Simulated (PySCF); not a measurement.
# Bonding in `O=C[C@@]1([SiH3])C[C@H]1C(Cl)(Cl)Cl`

Compound: C5H7Cl3OSi.
SMILES with atom numbers: `[O:1]=[CH:2][C@@:3]1([SiH3:4])[CH2:5][C@H:6]1[C:7]([Cl:8])([Cl:9])[Cl:10]` (hydrogens: H11 on C2; H12, H13, H14 on Si4; H15, H16 on C5; H17 on C6)

Geometry (GFN2-xTB, Å), atoms numbered from 1 in this order:
```xyz
17
C5H7Cl3OSi angstrom
O     -0.368    0.048   -2.485
C     -0.422   -0.657   -1.512
C     -0.552   -0.135   -0.135
Si    -1.936    1.177   -0.061
C     -0.208   -1.011    1.030
C      0.676    0.151    0.699
C      2.061   -0.028    0.158
Cl     2.236   -1.454   -0.876
Cl     3.206   -0.191    1.521
Cl     2.528    1.410   -0.793
H     -0.477   -1.760   -1.608
H     -1.567    2.299   -0.912
H     -2.017    1.576    1.346
H     -3.170    0.522   -0.489
H     -0.797   -0.947    1.932
H      0.166   -2.003    0.820
H      0.634    1.014    1.355
```

Bond orders from the PBE0/pcSseg-1 density (PySCF). Geometry: GFN2-xTB, one conformer, isolated molecule.

Question: Where do the orders between heavy atoms depart from those drawn in the SMILES?

Answer: The largest departure is 0.224, at C3–Si4 (drawn single, 0.776). Drawn single, order below 0.88: C3–Si4 (0.776) and C6–C7 (0.864).

Question: Give the Mayer order of every bond between heavy atoms, beside its length.

Answer: 
| bond | drawn as | length (Å) | Mayer order |
| --- | --- | --- | --- |
| O1–C2 | double | 1.203 | 1.986 |
| C2–C3 | single | 1.478 | 0.961 |
| C3–Si4 | single | 1.908 | 0.776 |
| C3–C5 | single | 1.498 | 0.921 |
| C5–C6 | single | 1.497 | 0.918 |
| C6–C7 | single | 1.497 | 0.864 |
| C7–Cl8 | single | 1.770 | 1.029 |
| C7–Cl9 | single | 1.788 | 1.056 |
| C7–Cl10 | single | 1.786 | 1.077 |
| C6–C3 | single | 1.512 | 0.903 |

Bonds between the same two heavy elements. C–C: lowest C6–C7 (0.864, 1.497 Å), highest C2–C3 (0.961, 1.478 Å); in 1 of the 10 pairs the longer bond (by over 0.003 Å) has the higher order (by 0.02 or more). C–Cl: lowest C7–Cl8 (1.029, 1.770 Å), highest C7–Cl10 (1.077, 1.786 Å); in 2 of the 3 pairs the longer bond (by over 0.003 Å) has the higher order (by 0.02 or more).

Question: And the bonds to hydrogen?

Answer: C–H: 0.93 to 0.95 (4 bonds); H–Si: 0.93 to 0.95 (3 bonds).

Question: Sum the orders of all bonds at each heavy atom with more than one neighbour and set the sums beside the valence in the SMILES.

Answer: C2 3.892 (drawn 4), C3 3.561 (drawn 4), Si4 3.613 (drawn 4), C5 3.727 (drawn 4), C6 3.615 (drawn 4), C7 4.026 (drawn 4). Orders between atoms that aren't bonded are not in these sums.

For a closed shell the Mayer order of atoms A and B is Σ (PS)μν (PS)νμ over the basis functions μ on A and ν on B, with P the density and S the overlap matrix.
